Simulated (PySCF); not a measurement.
# `N#C[C@H]([SiH3])[C@H]([SiH3])Br`, C₃H₈BrNSi₂

Cartesian coordinates in Å; atom numbers follow the order of the lines, from 1:
```xyz
15

N    -0.9816    2.8451   -1.3469
C    -0.6846    1.7762   -1.0646
C    -0.3065    0.4521   -0.6687
Si   -1.9170   -0.4761   -0.1443
C     0.7824    0.5141    0.3963
Si    1.9147   -1.0269    0.5051
Br    0.0029    0.7595    2.1938
H     0.1086   -0.0453   -1.5533
H    -2.7480    0.4063    0.6622
H    -1.5008   -1.6790    0.5731
H    -2.5788   -0.8222   -1.4021
H     1.3926    1.4106    0.2550
H     2.9335   -0.7214    1.5028
H     2.4857   -1.2185   -0.8298
H     1.0924   -2.1664    0.8994
```

Computed with TDDFT CAM-B3LYP/def2-SVPD circular dichroism and optical rotation, one conformer, gas phase (PySCF). Geometry: GFN2-xTB.

The molecule is flexible and this is one conformer; a measurement averages over conformers. The calculation is non-relativistic, which matters for the atoms heavier than Zn.

(1) Assign R or S to each stereocentre.

(2) Which excitations and rotatory strengths does the calculation give?

Answers

(1) C3 S, C5 R.

(2) Rotatory strengths R in 10⁻⁴⁰ esu² cm², velocity form and length form (origin at the centre of mass); f in length form.
| state | E (eV) | λ (nm) | f | R (velocity) | R (length) | main |
| --- | --- | --- | --- | --- | --- | --- |
| 1 | 5.64 | 220 | 0.008 | -1.6 | -1.8 | HOMO→LUMO 0.90 |
| 2 | 5.99 | 207 | 0.0006 | +2.2 | +2.8 | HOMO−1→LUMO 0.90 |
| 3 | 7.20 | 172 | 0.009 | +4.0 | +6.4 | HOMO−2→LUMO 0.46, HOMO→LUMO+1 0.19 |
| 4 | 7.27 | 171 | 0.008 | -54.1 | -54.8 | HOMO→LUMO+1 0.65, HOMO−2→LUMO 0.16 |
| 5 | 7.48 | 166 | 0.030 | +14.9 | +14.8 | HOMO−2→LUMO 0.28, HOMO−2→LUMO+2 0.17 |
| 6 | 7.65 | 162 | 0.048 | +9.1 | +8.7 | HOMO−1→LUMO+1 0.74 |
| 7 | 7.83 | 158 | 0.040 | +25.5 | +25.5 | HOMO−2→LUMO+3 0.11, HOMO−3→LUMO 0.09 |
| 8 | 7.96 | 156 | 0.042 | +19.8 | +19.5 | HOMO→LUMO+2 0.33, HOMO→LUMO+4 0.17 |
| 9 | 8.00 | 155 | 0.010 | +3.0 | +2.5 | HOMO→LUMO+2 0.23, HOMO→LUMO+3 0.14 |
| 10 | 8.05 | 154 | 0.021 | -25.5 | -25.2 | HOMO→LUMO+4 0.19, HOMO−2→LUMO+1 0.12 |
| 11 | 8.08 | 153 | 0.023 | +22.5 | +22.5 | HOMO→LUMO+4 0.26, HOMO−3→LUMO 0.20 |
| 12 | 8.12 | 153 | 0.005 | +6.0 | +4.4 | HOMO−2→LUMO+1 0.42 |
| 13 | 8.15 | 152 | 0.006 | +6.7 | +6.4 | HOMO→LUMO+3 0.37 |
| 14 | 8.32 | 149 | 0.027 | -50.1 | -49.0 | HOMO−3→LUMO 0.28, HOMO−1→LUMO+2 0.14 |
| 15 | 8.35 | 148 | 0.043 | -46.7 | -46.3 | HOMO→LUMO+6 0.26, HOMO−1→LUMO+3 0.18 |
| 16 | 8.41 | 147 | 0.017 | +16.1 | +15.8 | HOMO−1→LUMO+4 0.53 |

Among the states computed, the strongest CD band (largest |R|) is state 4. The largest dissymmetry factor in size, g = 4R/(D+G), with D and G the electric and magnetic dipole strengths, is -0.075 for state 4 (velocity form, f = 0.008), among bands with |R| over 0.5. The mirror image has the same energies and oscillator strengths and all R with the opposite sign.
